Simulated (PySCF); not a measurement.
This script is equivalent to a calculation on Au⁺ (gold, charge +1).

```python
from pyscf import gto, scf, dft, mp, cc
import basis_set_exchange as bse
txt = bse.get_basis("aug-cc-pVDZ-PP", elements=["Au"], fmt="nwchem", header=False)
cut = txt.index("\nECP")
mol = gto.M(atom="Au 0 0 0", charge=1, spin=0, symmetry="D2h",
            basis=gto.basis.parse(txt[:cut]),
            ecp={"Au": gto.basis.parse_ecp(txt[cut:])})
mf = scf.UHF(mol)
mf.irrep_nelec = {'Ag': (3, 3), 'B1g': (1, 1), 'B2g': (1, 1), 'B3g': (1, 1), 'B1u': (1, 1), 'B2u': (1, 1), 'B3u': (1, 1)}
mf.kernel()
```

What total energy does it give?

-134.49846 hartree (calculated).

Which occupied shell lies highest, and where?

5d, at -20.773 eV.

Energies and moments cover only the electrons outside the core potential. Spin-orbit coupling, which splits the p, d and f shells strongly at this Z, is absent.
